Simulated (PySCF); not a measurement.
# Computed records: AlGeH$_{3}$N$_{2}$

Computed with PySCF 2.14.0. Calculation on a computer-drawn molecule: optimised geometry and harmonic frequencies of an isolated molecule of the commonest isotopes, restricted reference for singlets and unrestricted otherwise, frozen core in MP2; on germanium a core potential holds 10 electrons, which the energies leave out, and 3d is frozen in MP2 and coupled-cluster steps.

```yaml
- formula: AlGeH3N2
  start_structure:
    atoms_angstrom:
      - ["N", -0.4867, -0.5619, -0.7586]
      - [Ge, 0.9507, 0.2654, -0.4849]
      - ["N", 1.452, 1.3161, 0.907]
      - [Al, 0.5905, 1.8171, 2.4378]
      - [H, -1.1807, -0.4568, -0.0325]
      - [H, 2.0702, 0.1824, -1.509]
      - [H, 2.3897, 1.6707, 0.7705]
  given:
    charge: 0
    multiplicity: 1
    method: MP2
    basis: "cc-pV(D+d)Z"
    basis_and_core_potential_on_germanium: "cc-pVDZ-PP ECP10MDF"
    drawn_bonds_atom: [1, 2, 3, 1, 2, 3]
    drawn_bonds_other_atom: [2, 3, 4, 5, 6, 7]
    drawn_bonds_order: [2, 1, 1, 1, 1, 1]
  results:
    "rotational_constants [GHz]": null
    "total_energy [hartree]": null
```

To be estimated
1. AlGeH$_{3}$N$_{2}$: rotational constants?
2. Give the missing total energy for AlGeH$_{3}$N$_{2}$.
3. Give the table of modes values for AlGeH$_{3}$N$_{2}$.

## Answers
1. 10.8, 1.856, 1.584 GHz
2. -646.4011 hartree
3. 
Modes:
```
frequency (cm⁻¹)  reduced mass (dalton)
           49.37                  2.867
           93.05                  8.976
           229.1                  7.043
           326.4                  1.308
           386.8                  1.336
           520.6                  8.474
           717.8                  1.054
           730.3                  1.201
           785.4                  2.611
             864                    4.8
           945.2                  1.316
            1032                  1.328
            2214                   1.02
            3463                  1.075
            3501                  1.074
```

Further results for AlGeH$_{3}$N$_{2}$:

| Property | Result |
| --- | --- |
| convergence status largest gradient component | 2.847e-05 hartree/bohr |

Optimised structure:
```xyz
7
AlGeH3N2
N     -0.5143    -0.6029    -0.8066
Ge     0.9422     0.2648    -0.4794
N      1.4700     1.3406     0.9343
Al     0.5881     1.8342     2.4688
H     -1.1928    -0.4656    -0.0379
H      2.0665     0.1779    -1.5138
H      2.4260     1.6841     0.7648
```
